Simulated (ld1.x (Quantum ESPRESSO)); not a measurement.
## An all-electron radial function and its pseudo partner (Cr (Z = 24))

Columns: radius, all-electron u(r) and pseudo u(r) of the 3p shell (level -45.44 eV) of chromium in the configuration [Ne] 3s2 3p6 3d5 4s1 4p0; PBE, scalar-relativistic, TM scheme, ld1.x (Quantum ESPRESSO) 7.5.

```csv
r (bohr),all-electron,pseudo
0.095,0.4475,-0.0378
0.190,0.5311,-0.1464
0.285,0.2037,-0.3121
0.380,-0.2318,-0.5129
0.475,-0.6092,-0.7199
0.570,-0.8751,-0.9011
0.665,-1.0287,-1.0285
0.760,-1.0906,-1.0885
0.855,-1.0861,-1.0857
0.950,-1.0383,-1.0383
1.045,-0.9648,-0.9648
1.140,-0.8786,-0.8786
1.235,-0.7882,-0.7882
1.330,-0.6992,-0.6992
1.425,-0.6149,-0.6149
1.520,-0.5371,-0.5371
1.615,-0.4667,-0.4667
1.710,-0.4037,-0.4037
1.805,-0.3481,-0.3481
1.900,-0.2992,-0.2992
1.995,-0.2566,-0.2566
2.090,-0.2197,-0.2197
2.185,-0.1877,-0.1877
2.280,-0.1602,-0.1602
2.375,-0.1365,-0.1365
2.470,-0.1163,-0.1163
```

Task: How many radial nodes do the two functions have?

Result: The all-electron 3p function has n − l − 1 = 1; the pseudo-wave has 0, since the states of the same l below it are removed with the core.

Task: At about which radius was the pseudo-wave matched?

Result: 1.00 bohr. The columns agree to 0.0005 from 0.85 bohr on; several derivatives are matched, so the curves merge somewhat inside the radius.

Task: Where does each function peak?

Result: Outermost all-electron maximum near 0.76 bohr, pseudo maximum near 0.76 bohr (to the table’s step).

Task: Is the pseudo-wave norm-conserving?

Result: Yes: the TM scheme keeps the norm inside the radius equal to the all-electron one, which fixes the energy derivative of the logarithmic derivative at the level.
